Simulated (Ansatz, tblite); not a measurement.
Removing an electron: (LiBr)2 ring (Li₂Br₂). Total charge 0; singlet. Geometry: r2SCAN-D4/def2-TZVP. Ansatz, gas phase; energy differences of separate SCF runs; the oxidised species was run as a doublet alone.

```xyz
4

Li   -0.561    0.684   -1.017
Br    0.392    1.665    0.904
Li    0.560   -0.685    1.018
Br   -0.391   -1.665   -0.905
```

The xTB rows come from tblite. Correlated methods freeze 18 core orbitals; core or outer-core shells of Li, Br are correlated, in sets that lack core-valence functions.

| level | −HOMO (eV) | vertical IE (eV) | −LUMO (eV) | HOMO–LUMO gap (eV) |
| --- | --- | --- | --- | --- |
| GFN1-xTB | 10.85 | 14.25 | 6.50 | 4.35 |
| GFN2-xTB | 10.66 | 13.67 | 5.79 | 4.87 |
| HF/def2-TZVPP | – | 9.27 | – | – |
| PBE-D4/def2-TZVP | 6.37 | 9.27 | 1.44 | 4.93 |
| r2SCAN-D4/def2-TZVP | 6.69 | 9.50 | 0.79 | 5.90 |
| PBE0-D4/def2-TZVP | 7.62 | 9.65 | 0.89 | 6.73 |
| MP2/def2-TZVPP | – | 10.29 | – | – |
| CCSD/def2-TZVPP | – | 10.10 | – | – |
| CCSD(T)/def2-TZVPP | – | 10.11 | – | – |

Relaxing the oxidised species (r2SCAN-D4/def2-TZVP) changes its energy by -0.60 eV at PBE-D4/def2-TZVP, so the adiabatic ionisation energy to this nearest minimum is 8.66 eV. At PBE0-D4/def2-TZVP it is 8.86 eV. In the charge 1 doublet, Br2 and Br4 lie 2.94 Å apart (atoms count from 1), so these atoms are partly bonded to each other.  Raw xTB energy differences between charge states are shifted by several eV; the methods need an empirical correction for them.
